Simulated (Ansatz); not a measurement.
Cost and result up the ladder for the cluster Sn₄H₈ (12 atoms). The state is a singlet with charge 0. Geometry: PBE-D4/def2-SVP.

Cartesian coordinates in Å:
```
Sn 0.3610 1.1077 -0.1326
Sn 2.2554 0.7943 2.1448
Sn 0.0226 -1.5102 1.3583
Sn -1.3624 -0.4849 -1.7929
H -2.3171 0.6439 -2.6974
H 3.1947 -0.4364 1.2275
H 1.5214 1.5393 -1.3532
H -1.3270 -0.5347 2.0646
H -0.4305 -1.4502 -2.8839
H 1.1594 -0.6382 2.8024
H -0.6263 2.4944 0.1952
H -2.4511 -1.5250 -0.9328
```

Ansatz on 4 threads of Arm Neoverse V2 on a shared host. Times are rough, and most runs start from the orbitals of an earlier one. ωB97M-V/def2-TZVP serves as the yardstick here, not as an exact answer. Differences are given only for rows in sets of like size (and for xTB, whose basis is part of the method), since another set adds its own error. Binding counts from free atoms at the same level (Sn triplet, H doublet; other spins of the atoms weren't run), without zero-point energy or a counterpoise term.

In the def2 sets Sn takes a core potential, while STO-3G treats all electrons; there is no spin–orbit coupling. LC-ωPBE has ω = 0.4 bohr⁻¹. Correlated methods freeze 16 core orbitals; core or outer-core shells of Sn are correlated, in sets that lack core-valence functions. The rows differ in basis, and correlated rows in double-zeta sets carry the largest basis error. Another isomer (singlet) lies 0.35 eV lower at PBE0-D4/def2-TZVP; other spin states weren't run for this one.

Correlated methods converge slowly with the basis, most of all in double-zeta sets.

```csv
level,functions,binding energy per atom (eV),difference from ωB97M-V/def2-TZVP (eV)
MP2/def2-TZVP,248,2.06,-0.17
r2SCAN0-D4/def2-TZVP,248,2.22,-0.01
r2SCAN-D4/def2-TZVP,248,2.25,0.02
PBE0-D4/def2-TZVP,248,2.22,-0.02
ωB97M-V/def2-TZVP,248,2.24,0.00
CCSD(T)/def2-SVP,144,2.06,–
LC-ωPBE/def2-TZVP,248,2.16,-0.07
HF/STO-3G,116,2.84,–
PBE-D4/def2-TZVP (with forces),248,2.24,0.01
PBE-D4/def2-SVP,144,2.23,–
PBE0-D4/def2-SVP,144,2.20,–
```

Estimate how long each takes.

PBE-D4/def2-SVP 1.4 s; HF/STO-3G 2.4 s; PBE0-D4/def2-SVP 2.6 s; PBE-D4/def2-TZVP (with forces) 3.3 s; LC-ωPBE/def2-TZVP 3.9 s; r2SCAN-D4/def2-TZVP 6 s; MP2/def2-TZVP 6 s; PBE0-D4/def2-TZVP 6.5 s; r2SCAN0-D4/def2-TZVP 8 s; ωB97M-V/def2-TZVP 16 s; CCSD(T)/def2-SVP 50 s. On shared hardware such times vary by a factor of up to 3.
